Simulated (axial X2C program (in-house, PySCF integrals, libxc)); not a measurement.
How the levels of BrIrBr⁺ (d6 s0 p(π)0 orbitals) move with the bond length

Calculated with an in-house all-electron X2C program for linear molecules (integrals from PySCF): two-component X2C with atomic mean-field Coulomb and Gaunt terms, basis Br dyall-v3z, Ir dyall-v3z (cores contracted in-house). Orbitals come from Hartree–Fock averaged over the configuration Ir d6 s0 p(π)0; CI then distributes these electrons over the d, s, p(π) shells of Ir. The speed of light was multiplied by 2, so these are model numbers.

At Br–Ir–Br held linear, both bonds 2.391 Å:

| Ω | energy (cm⁻¹) | g∥ | configuration |
| --- | --- | --- | --- |
| 4 | 0 | 11.97 | 100% d6 |
| 3 | 406 | 8.00 | 100% d6 |
| 2 | 842 | 4.02 | 100% d6 |
| 1 | 1298 | 0.03 | 100% d6 |
| 0 | 1765 | 0.00 | 100% d6 |
| 0 | 1773 | 0.00 | 100% d6 |
| 4 | 6413 | 10.01 | 100% d6 |
| 3 | 7662 | 6.01 | 100% d6 |
| 0 | 8751 | 0.00 | 100% d6 |
| 2 | 8761 | 2.11 | 100% d6 |
| 3 | 9011 | 8.31 | 100% d6 |
| 1 | 9117 | 2.74 | 100% d6 |
| 2 | 9446 | 5.71 | 100% d6 |
| 5 | 9633 | 12.00 | 100% d6 |

g∥ is the magnitude of 2⟨Lz + ge Sz⟩ for the +Ω component. The lowest 14 levels at most are listed.

At Br–Ir–Br held linear, both bonds 2.821 Å:

```csv
Ω,energy (cm⁻¹),g∥,configuration
3,0,8.51,100% d6
2,420,5.28,100% d6
4,1125,11.68,100% d6
1,1624,2.10,100% d6
0,2928,0.00,100% d6
0,3518,0.00,100% d6
1,4936,2.69,100% d6
4,6463,10.08,100% d6
0,6668,0.00,100% d6
0,6700,0.00,100% d6
3,6782,7.46,100% d6
2,7110,4.05,100% d6
1,7837,1.30,100% d6
3,8134,6.62,100% d6
```

The lowest level lies 14472 cm⁻¹ above the lowest at the first distance.

How does the gap from the lowest to the fifth level change between the two distances?

From 1765 to 2928 cm⁻¹, a factor of 1.66.

There is no dynamic correlation: spin–orbit spacings and, for f shells, spacings inside one term are the most reliable numbers, splittings between terms come out too wide, and energies between configurations are not reliable, so the lowest level need not be the ground state of the molecule. For d shells the ligand-field splittings (σ, π, δ) and their order can be off by a thousand cm⁻¹ or more. At most 4 roots were kept for each Ω > 0 (twice that for Ω = 0) within 3.2 eV of the lowest, so higher up levels can be missing between those listed; levels with Ω > 0 are doubly degenerate and listed once, Ω = 0 levels singly. The open spinors mix strongly with ligand orbitals, which this small active space describes poorly. States that fill the shells left empty in the average are placed too high. The molecule was held linear; bending was not examined.
